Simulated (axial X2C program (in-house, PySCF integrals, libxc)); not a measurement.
**GeSe⁻: from Re and ωe to a spectrum**

A bond curve at the PBE0 level, 2c, was computed with an in-house relativistic program for diatomic molecules (basis Se dyall-acv3z [9s10p7d5f1g], Ge dyall-acv3z [10s10p8d5f1g] (cores contracted in-house)) for the state Ω = 1/2 (⟨Sz⟩ = -0.50, ⟨Lz⟩ = 1.00 at PBE0). Its fit gives Re = 2.2464 Å, ωe = 329.9 cm⁻¹, ωexe = 0.758 cm⁻¹ and αe = 2.882e-04 cm⁻¹; the masses are 79.9165 and 73.9212 u. Two-component means X2C with spin–orbit coupling and atomic mean-field Coulomb and Gaunt terms.

Find the reduced mass, Be and the force constant.

From the PBE0 values: μ = 38.4010 u. Be = 16.8576/(μ Re²) = 0.08699 cm⁻¹. k = 5.8918×10⁻⁷ μ ωe² = 2.46 mdyn/Å.

Where do the fundamental and the first overtone lie?

ν(1←0) = ωe − 2ωexe = 328.4 cm⁻¹; ν(2←0) = 2ωe − 6ωexe = 655.3 cm⁻¹.

Estimate the centrifugal constant by the Kratzer relation.

D = 4Be³/ωe² = 2.42e-08 cm⁻¹.

A Morse curve ties αe to the other constants (Pekeris). How well does that hold?

αe(Morse) = 6Be²/ωe × (√(ωexe/Be) − 1) = 2.686e-04 cm⁻¹; the PBE0 curve gives 2.882e-04 cm⁻¹, a ratio of 0.93.

One determinant describes the state; a PBE0 search over occupations chose it and may have missed a lower one. Density functionals use the spin component along the axis (collinear). The functionals have no current-density term, which raises determinants with orbital currents, atoms included. The highest occupied level of some functionals is positive through self-interaction error; at Hartree–Fock it is bound.
